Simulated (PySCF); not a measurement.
**Correlation energy of C (carbon, neutral)**

[He] 2s2 2p1 3s1, high-spin 3P determinant (an excited configuration). All numbers are calculated (PySCF 2.14, no relativity, point nucleus, in aug-cc-pVDZ (4s3p2d, 23 functions)). Frozen: 1s2; 4 electrons correlated.

| level | correlation energy (mhartree) |
| --- | --- |
| CCSD | -77.63 |
| (T) | -1.50 |
| CCSD(T) | -79.13 |
| CCSDT | -79.88 |
| FCI | -79.91 |

Diagnostics: T1 = 0.013, D1 = 0.0324, largest double amplitude 0.128, weight of the Hartree-Fock determinant in FCI 0.9020 (33880 determinants).

Task: Is a single reference adequate?

Result: Mostly. T1 lies below 0.03, but a double amplitude of this size points to a near-degeneracy that CCSD handles and MP2 describes poorly.
